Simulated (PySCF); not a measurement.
Species: C₃H₆N₂Si.
Geometry (PBE0-D3(BJ)/def2-SVP, Å), atoms numbered from 1 in this order:
```
atom  x, y, z in Å
N1    -3.1435    1.7477    0.1110
C2    -2.3624    0.9192    0.3160
C3    -1.3694   -0.1233    0.5314
C4    -0.7077   -0.5767   -0.7636
N5     0.5082   -0.8453   -0.9327
Si6    1.9265   -0.7928    0.0875
H7    -0.6190    0.2197    1.2602
H8    -1.8792   -0.9959    0.9785
H9    -1.4144   -0.6935   -1.6090
H10    2.9325    0.0570   -0.6071
H11    1.7093   -0.2496    1.4718
H12    2.4253   -2.1924    0.1993
```

Method: PySCF 2.14.0, PBE0-D3(BJ)/def2-SVP geometry optimisation, gas phase.

Take the most abundant isotopes and a rigid rotor. The values belong to one conformer with, in the numbering `[N:1]#[C:2][CH2:3]/[CH:4]=[N:5]\[SiH3:6]`, C2–C3–C4–N5 140°.

Question: What are A, B and C (cm⁻¹)?

Answer: Ia = 50.94, Ib = 439.58, Ic = 459.62 u·Å²; 505379 MHz·u·Å²/I gives 9921, 1150 and 1100 MHz, that is A = 0.33092, B = 0.03835, C = 0.03668 cm⁻¹.

Question: Classify the top.

Answer: A near-prolate asymmetric top. Ray's parameter κ = (2B − A − C)/(A − C) = -0.989; −1 is the prolate and +1 the oblate limit.

Question: Is it planar, by Δ = Ic − Ia − Ib?

Answer: Not planar: Δ = Ic − Ia − Ib = -30.90 u·Å². For a rigid frame Δ = −2 Σ m c², so Σ m c² = 15.45 u·Å² lies off the ab plane: 6.38 from hydrogen and 9.06 from heavier atoms. The atom farthest from that plane is 1.74 Å away.

Question: List the rotational levels J(Ka,Kc) to J = 5 (MHz).

Answer: Above 0(0,0):
J = 1: 1(0,1) 2249, 1(1,1) 11020, 1(1,0) 11070
J = 2: 2(0,2) 6747, 2(1,2) 15469, 2(1,1) 15619, 2(2,1) 41932, 2(2,0) 41932
J = 3: 3(0,3) 13494, 3(1,3) 22141, 3(1,2) 22442, 3(2,2) 48680, 3(2,1) 48681, 3(3,1) 92661, 3(3,0) 92661
J = 4: 4(0,4) 22489, 4(1,4) 31037, 4(1,3) 31539, 4(2,3) 57677, 4(2,2) 57680, 4(3,2) 101658, 4(3,1) 101658, 4(4,1) 163230, 4(4,0) 163230
J = 5: 5(0,5) 33731, 5(1,5) 42157, 5(1,4) 42909, 5(2,4) 68922, 5(2,3) 68930, 5(3,3) 112905, 5(3,2) 112905, 5(4,2) 174477, 5(4,1) 174477, 5(5,1) 253642, 5(5,0) 253642
The levels of one J sum to (2J + 1)J(J + 1)(A + B + C)/3.

Question: Which lines would a microwave search look for?

Answer: The dipole components are |μa| = 2.22 D, |μb| = 0.58 D, |μc| = 2.04 D. Intensities carry the squares of the components, which stand as 1.00 : 0.07 : 0.84 (a : b : c). Some of the stronger lines:

| type | branch | J(Ka,Kc) | MHz | lower level (cm⁻¹) |
| --- | --- | --- | --- | --- |
| a | Q | 3(1,2) ← 3(1,3) | 301 | 0.739 |
| a | R | 2(0,2) ← 1(0,1) | 4498 | 0.075 |
| a | R | 2(1,1) ← 1(1,0) | 4549 | 0.369 |
| a | R | 3(1,3) ← 2(1,2) | 6672 | 0.516 |
| a | R | 3(0,3) ← 2(0,2) | 6747 | 0.225 |
| a | R | 3(2,2) ← 2(2,1) | 6748 | 1.399 |
| a | R | 3(2,1) ← 2(2,0) | 6749 | 1.399 |
| a | R | 3(1,2) ← 2(1,1) | 6823 | 0.521 |
| c | Q | 2(1,2) ← 2(0,2) | 8721 | 0.225 |
| c | Q | 2(2,1) ← 2(1,1) | 26313 | 0.521 |
| c | R | 2(2,1) ← 1(1,1) | 30912 | 0.368 |
| c | R | 3(2,2) ← 2(1,2) | 33211 | 0.516 |
| c | R | 3(3,0) ← 2(2,0) | 50728 | 1.399 |

Question: Estimate the classical rotational partition function at 50 K, 298.15 K and 500 K.

Answer: Point group C1, symmetry number σ = 1; q = (√π/σ)·√((kT/h)³/(ABC)), k/h = 20836.6 MHz/K: 16800 at 50 K, 245000 at 298.15 K, 532000 at 500 K.

PBE0-D3(BJ)/def2-SVP frequencies: not computed here. These are rigid-rotor constants of the computed structure; measured ground-state constants (B0) also hold zero-point vibration. A rigid rotor knows nothing of internal rotation, which can split or shift real lines. Quadrupole hyperfine structure (14N) is left out.
